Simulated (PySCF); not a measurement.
## Finite-field polarisability of Xe (xenon, neutral)

[Xe], closed-shell 1S. Calculation: PySCF 2.14, in aug-cc-pVTZ-PP with ECP28MDF; a scalar-relativistic core potential. Frozen: 4s2 4p6 4d10. Energy changes in a uniform field (μhartree):

| axis | F (au) | HF | MP2 | CCSD | CCSD(T) |
| --- | --- | --- | --- | --- | --- |
| x | 0.0027 | -96.887 | -99.656 | -99.698 | -100.200 |
| x | 0.0054 | -387.641 | -398.726 | -398.896 | -400.906 |

Problem. Derive α along x at CCSD(T) from the two fields.

Solution. With ΔE = −αF²/2 − γF⁴/24, α = −(16 ΔE(F) − ΔE(2F))/(6F²) = 27.49 bohr³.

Problem. And the mean polarisability at each level?

Solution. HF 26.58, MP2 27.34, CCSD 27.35, CCSD(T) 27.49 bohr³. Reference: 27.32 ± 0.2 bohr³ (recommended; Schwerdtfeger and Nagle, table of static dipole polarizabilities (2023 update)).
